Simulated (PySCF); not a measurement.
NMR data simulated for an unnamed compound:

1H NMR (500 MHz, computed): δ 3.71 (s, 6H), 3.32 (s, 2H), 2.31 (s, 3H).

13C{1H} NMR (computed): δ 243.6 (C), 42.5 (CH3), 32.2 (CH2).

PySCF calculation with GIAO PBE0/pcSseg-1 shieldings and GFN2-xTB geometry; averaged over atoms made equivalent by symmetry, fast rotation or ring inversion, non-relativistic, in vacuum, one conformer.

Scale: 1H (σref 31.72), 13C (σref 186.93) against TMS (reference shieldings calculated alike).

Task: Which of these does the molecule contain: a heteroaromatic ring, an S-methyl group, a Si–H bond, an amide?

Result: 
- A heteroaromatic ring: no.
- An S-methyl group: no.
- A Si–H bond: yes (δH 3.71 (s)).
- An amide: no.

The data belong to SMILES CC(=O)[Si]([SiH3])([SiH3])CCl, C3H11ClOSi3; they needn't prove each group on their own.

Carbon signals by region: 1 in the far downfield region (above 160 ppm), 2 below 50 ppm. Above 160 ppm: 243.6, carbonyl carbon.

Carbons that carry Cl, above all several Cl atoms, come out too deshielded, partly because spin–orbit coupling is missing. Shifts are as computed. Against solution values, carbons near 30 ppm lie about +3 ppm off and those near 130 ppm about +5 ppm; carbons on Cl a further +6 ppm. Of 1309 compounds with measured shifts, 239 miss one by over three times the rms of a fit or turn the order of signals round; such compounds aren't used in these exercises. Multiplicities follow the n + 1 count of equivalent neighbours, as no J values were calculated; m marks all less simple cases, F and P coupling included.
